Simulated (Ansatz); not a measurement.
System: GaO$_{2}$H$_{2}$, charge 0, multiplicity 2. SMILES: [OH][Ga][OH]

Atoms: Ga1, O2, H3, O4, H5. Bonds: Ga1-O2, Ga1-O4, O2-H3, O4-H5.

Bond lengths (Å) and angles (degrees) optimised at HF/STO-3G with Ansatz (a program for electronic structure); PBE/6-31G* with LANL2DZ past Ar with Ansatz; B3LYP/6-31G* with LANL2DZ past Ar with Ansatz, each started from the B3LYP-D3(BJ)/def2-TZVP structure (Ansatz) of the last column. A row stands for all coordinates that are equal there. 6-31G* holds six Cartesian d functions. No wavenumbers were computed at HF/STO-3G, PBE/6-31G* with LANL2DZ past Ar, so these may be saddle points.

```json
[
 {"coordinate": "Ga1-O2", "HF/STO-3G": "1.723", "PBE/6-31G* with LANL2DZ past Ar": "1.787", "B3LYP/6-31G* with LANL2DZ past Ar": "1.767", "B3LYP-D3(BJ)/def2-TZVP": "1.812"},
 {"coordinate": "O2-H3", "HF/STO-3G": "0.977", "PBE/6-31G* with LANL2DZ past Ar": "0.976", "B3LYP/6-31G* with LANL2DZ past Ar": "0.967", "B3LYP-D3(BJ)/def2-TZVP": "0.963"},
 {"coordinate": "O2-Ga1-O4", "HF/STO-3G": "90.4", "PBE/6-31G* with LANL2DZ past Ar": "112.6", "B3LYP/6-31G* with LANL2DZ past Ar": "113.6", "B3LYP-D3(BJ)/def2-TZVP": "112.8"},
 {"coordinate": "Ga1-O2-H3", "HF/STO-3G": "114.3", "PBE/6-31G* with LANL2DZ past Ar": "113.8", "B3LYP/6-31G* with LANL2DZ past Ar": "116.2", "B3LYP-D3(BJ)/def2-TZVP": "114.2"}
]
```

Mean signed difference of all 4 bond lengths from B3LYP-D3(BJ)/def2-TZVP: HF/STO-3G -0.038 Å, PBE/6-31G* with LANL2DZ past Ar -0.006 Å, B3LYP/6-31G* with LANL2DZ past Ar -0.021 Å.
